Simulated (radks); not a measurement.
Spherical jellium clusters: N electrons in a uniform positive sphere of charge N and radius rs N^(1/3), rs = 5.04 bohr. Method: non-relativistic Kohn-Sham, PBE, spin-polarised, spherical densities; computed with a radial shooting solver with Libxc functionals. Levels are named by radial order and angular momentum (1s, 1p, 1d, 2s, ...), and open shells are averaged over m.

N = 6, configuration 1s2 1p(up 3, down 1). This is the lowest configuration that the search found. Occupied levels:

| level | occupation | eigenvalue (eV) | <r> (bohr) |
|---|---|---|---|
| 1s up | 1 | -3.5301 | 6.361 |
| 1s down | 1 | -3.2608 | 5.962 |
| 1p up | 3 | -2.6598 | 7.471 |
| 1p down | 1 | -2.2716 | 7.413 |

Energy (eV): total -10.2448, kinetic 7.2332, external -126.54, Hartree 62.636, exchange-correlation -17.752, background 64.179.
